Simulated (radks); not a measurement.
Nd XXVIII, configuration [Ar] 3d10 4s2 4p3. Method: Dirac Kohn-Sham, relativistic LDA (MacDonald-Vosko exchange, VWN5 correlation), spin-unpolarised, spherical densities, finite nucleus; open shells fill j = l - 1/2 first; Fermi nuclear charge, rms radius 4.9123 fm; computed with a radial shooting solver on a logarithmic mesh with Libxc functionals.

Unscreened Slater integrals over Kohn-Sham orbitals (eV). Large and small components are both included. Empty in this configuration: 4d3/2.

\begin{tabular}{lr}
integral & value \\ \hline
F0(4p3/2,4p3/2) & 43.048 \\
F2(4p3/2,4p3/2) & 22.514 \\
F0(4p3/2,4p1/2) & 43.723 \\
G2(4p3/2,4p1/2) & 22.680 \\
F0(4p3/2,4s1/2) & 43.765 \\
G1(4p3/2,4s1/2) & 29.614 \\
F0(4p3/2,3d5/2) & 54.742 \\
F2(4p3/2,3d5/2) & 15.405 \\
G1(4p3/2,3d5/2) & 5.0304 \\
G3(4p3/2,3d5/2) & 5.0509 \\
F0(4p3/2,4d3/2) & 43.133 \\
F2(4p3/2,4d3/2) & 22.162 \\
G1(4p3/2,4d3/2) & 27.447 \\
G3(4p3/2,4d3/2) & 17.622 \\
F0(4p1/2,4p1/2) & 44.449 \\
F0(4p1/2,4s1/2) & 44.487 \\
G1(4p1/2,4s1/2) & 30.055 \\
F0(4p1/2,3d5/2) & 56.209 \\
G3(4p1/2,3d5/2) & 5.2962 \\
F0(4p1/2,4d3/2) & 43.831 \\
G1(4p1/2,4d3/2) & 28.342 \\
F0(4s1/2,4s1/2) & 44.547 \\
F0(4s1/2,3d5/2) & 56.051 \\
G2(4s1/2,3d5/2) & 5.2008 \\
F0(4s1/2,4d3/2) & 43.872 \\
G2(4s1/2,4d3/2) & 21.899 \\
F0(3d5/2,3d5/2) & 103.46 \\
F2(3d5/2,3d5/2) & 52.552 \\
F4(3d5/2,3d5/2) & 33.765 \\
F0(3d5/2,4d3/2) & 55.645 \\
F2(3d5/2,4d3/2) & 16.128 \\
G2(3d5/2,4d3/2) & 6.4647 \\
G4(3d5/2,4d3/2) & 5.0898 \\
F0(4d3/2,4d3/2) & 43.336 \\
F2(4d3/2,4d3/2) & 22.129 \\
\end{tabular}
